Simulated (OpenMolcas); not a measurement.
A calculation on Ni⁵⁺.

```
Program             : OpenMolcas 26.06
Method              : MS-CASPT2, IPEA 0.25 Eh, imaginary shift 0.1 Eh (closed shells correlated: 3s 3p)
Basis               : ANO-RCC-VTZP [6s5p3d2f1g]
Scalar Hamiltonian  : DKH2, point nucleus
Active space        : 5 electrons in 5 orbitals (3d)
State averaging     : 2S+1 = 6 even, 1 root; 2S+1 = 4 even, 24 roots; 2S+1 = 2 even, 75 roots
Spin-orbit coupling : state interaction with AMFI integrals over the reference wave functions, term energies averaged over their components
```

(1) Which level of the active space comes out lowest?

(2) How high does 3d5 4P 3/2 lie?

(3) How high does 3d5 4D 1/2 lie?

(4) How high does 3d5 4D 3/2 lie?

(5) The level at 47610 cm-1 has J = 5/2. What is it made of, and what is its g factor?

Measured values: Corliss and Sugar, J. Phys. Chem. Ref. Data 10, 197 (1981).

Results:

(1) 3d5 6S 5/2, with 100 % of that term; it is also the measured ground level.

(2) 47810 cm-1 above the lowest level; measured 46104 cm-1 above the ground level, so the calculation is off by +4 %.

(3) 52050 cm-1 above the lowest level.

(4) 52240 cm-1 above the lowest level.

(5) 89 % 3d5 4P 5/2, 10 % 3d5 4D; g = 1.575, against 1.601 from Landé's formula for the pure leading term.

Term energies are means over components that CASPT2 splits; among the terms shown or strongly mixed into the levels shown the widest spread is 88 cm-1 (3d5 4P). Blocks of more than 70 roots (2S+1 = 2 even) ran without multistate coupling. Computed and measured levels are paired by configuration, term and J; levels that our copy of the source lacks, or whose pairing is in doubt (as where it misses far off the trend of its configuration), stay unpaired and out of the deviations. Only configurations of the active space appear.
